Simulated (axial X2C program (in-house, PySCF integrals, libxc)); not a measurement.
Spin–orbit effects along a row: molecules with Cl (ions), PBE0

Calculated with an axial X2C code built on PySCF integrals, spin-free (one-electron X2C) or two-component (2c: spin–orbit coupling with atomic mean-field Coulomb and Gaunt terms, which also bring small scalar terms), in Dyall basis sets with cores contracted in-house; open shells are unrestricted.

Basis sets: Cl dyall-av3z, I dyall-acv3z, Sn dyall-acv3z, Sr dyall-acv3z, Te dyall-acv3z, Y dyall-acv3z.

```tsv
molecule	spin-free state	Re (Å)	ωe (cm⁻¹)	De (eV)	2c state	Re 2c (Å)	ωe 2c (cm⁻¹)	De 2c (eV)
SrCl⁻	M_S = 0, Λ = 0	2.675	242.0	1.90	Ω = 0	2.675	242.0	1.90
YCl⁻	M_S = 1/2, Λ = 2	2.519	287.1	2.27	Ω = 3/2	2.520	286.7	n/a
SnCl⁻	M_S = 1, Λ = 0	2.532	250.2	1.89	Ω = 1	2.534	248.7	n/a
TeCl⁻	M_S = 0, Λ = 0	2.438	315.0	1.70	Ω = 0	2.457	296.2	1.50
ICl⁻	M_S = 1/2, Λ = 0	2.887	172.8	1.38	Ω = 1/2	2.906	165.8	1.16
```

(1) Work out the shifts from the spin-free to the two-component result.

Fragments in 2c: Sr + Cl-, Y + Cl-, Sn + Cl-, Te + Cl-, I + Cl-. Each entry is the lowest single determinant of a limited PBE0 search at one distance. De goes to single-determinant-based atoms at the same level (for ions the charge split of lowest energy) and is withheld (n/a) where an atom does not fit its ground term or J level. Main or longest-lived isotopes. One determinant is a doubtful description, or other states lie close, for YCl⁻, SnCl⁻; these need not be ground states, and all values refer to the states named. Some open-shell Ω = 0 determinants are out of reach, so the Ω given for SnCl⁻ need not be the lowest component. With several unpaired electrons the Ω given is that of one determinant, not necessarily of the lowest component. The functionals have no current term, which raises determinants with orbital currents.

## Answers

(1) 

| molecule | 2c state | ΔRe (Å) | Δωe (cm⁻¹) | ΔDe (eV) |
| --- | --- | --- | --- | --- |
| SrCl⁻ | Ω = 0 | 0.000 | 0.0 | 0.00 |
| YCl⁻ | Ω = 3/2 | 0.001 | -0.4 | n/a |
| SnCl⁻ | Ω = 1 | 0.002 | -1.5 | n/a |
| TeCl⁻ | Ω = 0 | 0.019 | -18.8 | -0.20 |
| ICl⁻ | Ω = 1/2 | 0.019 | -7.0 | -0.22 |

Shifts of one unit in the last digit are rounding.
